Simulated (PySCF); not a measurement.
Spinor energies of Hf (hafnium, neutral)

Start: [Xe] 4f14 5d2 6s2; 5d5/2 filled at m_j = +3/2, +5/2. Calculated with PySCF 2.14 in x2c-TZVPall-2c: generalised Hartree-Fock with the X2C-1e Hamiltonian and a Gaussian nucleus; spin-orbit coupling (SO) screened by Boettger's factors. This is a chosen level, not necessarily the ground level.

```json
{"spinor shell": "1s1/2", "electrons": "2", "ε, screened SO (eV)": "-65673.6", "weight of nominal j (screened SO)": "1.000", "rms radius, screened SO (bohr)": "0.0215"}
{"spinor shell": "2s1/2", "electrons": "2", "ε, screened SO (eV)": "-11366.5", "weight of nominal j (screened SO)": "1.000", "rms radius, screened SO (bohr)": "0.0869"}
{"spinor shell": "2p1/2", "electrons": "2", "ε, screened SO (eV)": "-10835.7", "weight of nominal j (screened SO)": "1.000", "rms radius, screened SO (bohr)": "0.0740"}
{"spinor shell": "2p3/2", "electrons": "4", "ε, screened SO (eV)": "-9638.4", "weight of nominal j (screened SO)": "1.000", "rms radius, screened SO (bohr)": "0.0812"}
{"spinor shell": "3s1/2", "electrons": "2", "ε, screened SO (eV)": "-2649.0", "weight of nominal j (screened SO)": "1.000", "rms radius, screened SO (bohr)": "0.222"}
{"spinor shell": "3p1/2", "electrons": "2", "ε, screened SO (eV)": "-2413.9", "weight of nominal j (screened SO)": "1.000", "rms radius, screened SO (bohr)": "0.214"}
{"spinor shell": "3p3/2", "electrons": "4", "ε, screened SO (eV)": "-2152.7", "weight of nominal j (screened SO)": "1.000", "rms radius, screened SO (bohr)": "0.228"}
{"spinor shell": "3d3/2", "electrons": "4", "ε, screened SO (eV)": "-1759.1", "weight of nominal j (screened SO)": "1.000", "rms radius, screened SO (bohr)": "0.202"}
{"spinor shell": "3d5/2", "electrons": "6", "ε, screened SO (eV)": "-1702.7", "weight of nominal j (screened SO)": "1.000", "rms radius, screened SO (bohr)": "0.206"}
{"spinor shell": "4s1/2", "electrons": "2", "ε, screened SO (eV)": "-564.05", "weight of nominal j (screened SO)": "1.000", "rms radius, screened SO (bohr)": "0.498"}
{"spinor shell": "4p1/2", "electrons": "2", "ε, screened SO (eV)": "-466.32", "weight of nominal j (screened SO)": "1.000", "rms radius, screened SO (bohr)": "0.508"}
{"spinor shell": "4p3/2", "electrons": "4", "ε, screened SO (eV)": "-406.01", "weight of nominal j (screened SO)": "1.000", "rms radius, screened SO (bohr)": "0.541"}
{"spinor shell": "4d3/2", "electrons": "4", "ε, screened SO (eV)": "-244.89", "weight of nominal j (screened SO)": "1.000", "rms radius, screened SO (bohr)": "0.571"}
{"spinor shell": "4d5/2", "electrons": "6", "ε, screened SO (eV)": "-233.59", "weight of nominal j (screened SO)": "1.000", "rms radius, screened SO (bohr)": "0.583"}
{"spinor shell": "5s1/2", "electrons": "2", "ε, screened SO (eV)": "-80.233", "weight of nominal j (screened SO)": "1.000", "rms radius, screened SO (bohr)": "1.22"}
{"spinor shell": "5p1/2", "electrons": "2", "ε, screened SO (eV)": "-49.275", "weight of nominal j (screened SO)": "0.991", "rms radius, screened SO (bohr)": "1.37"}
{"spinor shell": "5p3/2", "electrons": "4", "ε, screened SO (eV)": "-41.432", "weight of nominal j (screened SO)": "0.995", "rms radius, screened SO (bohr)": "1.48"}
{"spinor shell": "4f5/2", "electrons": "6", "ε, screened SO (eV)": "-31.959", "weight of nominal j (screened SO)": "0.996", "rms radius, screened SO (bohr)": "0.743"}
{"spinor shell": "4f7/2", "electrons": "8", "ε, screened SO (eV)": "-30.280", "weight of nominal j (screened SO)": "0.997", "rms radius, screened SO (bohr)": "0.750"}
{"spinor shell": "5d5/2", "electrons": "2", "ε, screened SO (eV)": "-7.162", "weight of nominal j (screened SO)": "0.837", "rms radius, screened SO (bohr)": "2.61"}
{"spinor shell": "6s1/2", "electrons": "2", "ε, screened SO (eV)": "-6.539", "weight of nominal j (screened SO)": "0.993", "rms radius, screened SO (bohr)": "3.95"}
```

| quantity | screened SO |
| --- | --- |
| E (hartree) | -15082.75915 |
| M_J | 4 |
| ⟨J²⟩ | 20.169 |
| ⟨L²⟩ | 12.348 |
| ⟨S²⟩ | 2.121 |

Each row is a mean over spinors that exchange with the open shell spreads, by up to 3.947 eV (5p3/2).

Rows whose weight is well below 1 are mixtures of j = l ± 1/2: exchange outweighs spin-orbit coupling there, and the label is only the starting occupation.

⟨J²⟩ departs a little from M_J(M_J + 1) because the unrestricted spinors polarise the closed shells.

Breit and QED terms are absent; they matter most for the inner s and p1/2 levels.

Densities and radii are taken from the X2C orbitals without a picture-change correction, which distorts them close to the nucleus.
